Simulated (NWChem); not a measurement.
System: CH4MgO; SMILES [O]([MgH])C

Input file for NWChem:

```
start job
memory heap 200 mb stack 900 mb global 1100 mb
geometry units angstroms noautoz
  Mg     0.000000     0.000000    -1.405020
  H      0.000000     0.000000    -3.103364
  O      0.000000     0.000000     0.365649
  C      0.000000     0.000000     1.750269
  H      0.624798    -0.811425     2.160126
  H      0.390316     0.946804     2.160126
  H     -1.015114    -0.135378     2.160126
end
basis spherical
  Mg library 6-31g*
  H library 6-31g*
  O library 6-31g*
  C library 6-31g*
end
dft
  xc xwpbe 0.80 cpbe96 1.0 hfexch 1.00
  cam 0.2 cam_alpha 0.2 cam_beta 0.8
  iterations 150
  mulliken
end
task dft energy
```

All runs use the structure optimised with B3LYP/6-31G* (spherical d).

**Question.** Predict the main results of this run. (LRC-wPBEh/6-31G* (spherical d).) Quantities: energy (Ha); highest occupied level (eV); orbital gap (eV); dipole (D).

**Answer.** 
| Property | Result |
|---|---|
| energy (Ha) | -315.58 |
| highest occupied level (eV) | -8.76 |
| orbital gap (eV) | 9.96 |
| dipole (D) | 0.42 |
